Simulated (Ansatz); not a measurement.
Ge(OH)2H2 (GeO2H4), relaxed as a singlet with RKS r2SCAN-D4/def2-TZVP in Ansatz, starting from the GFN2-xTB geometry. Force threshold 0.02 eV/Å.

Start:

```xyz
7

Ge    0.226   -0.076    0.426
O     0.232    0.721   -1.130
H     0.974    1.280   -1.346
O    -1.250   -0.961    0.397
H    -1.740   -0.867   -0.417
H     0.174    0.934    1.538
H     1.382   -1.032    0.532
```

Question: Estimate the energy that the relaxation releases and the steps that it takes.

Answer: 2.6 kcal/mol, in 22 steps; 27 s on 4 threads of Arm Neoverse V1 on a shared host. The force fell under the threshold at step 6, but the optimiser went on and released 0.036 eV more. No frequencies were taken in this run, so the end may be a saddle point.

Question: Does the start keep its bonding?

Answer: By distances, no bond broke or formed. The bond that changes most is Ge1–O4, from 1.72 to 1.77 Å (atoms count from 1).

Question: Predict the relaxed structure.

Answer: 
```csv
atom,x (Å),y (Å),z (Å)
Ge1,0.184,0.055,0.456
O2,0.349,1.188,-0.907
H3,0.936,0.854,-1.593
O4,-1.397,-0.746,0.377
H5,-1.520,-1.243,-0.439
H6,0.125,0.870,1.742
H7,1.324,-0.978,0.364
```
Bond lengths: 2 × Ge–O 1.77 to 1.78 Å; 2 × H–O 0.96 Å; 2 × Ge–H 1.52 to 1.54 Å.
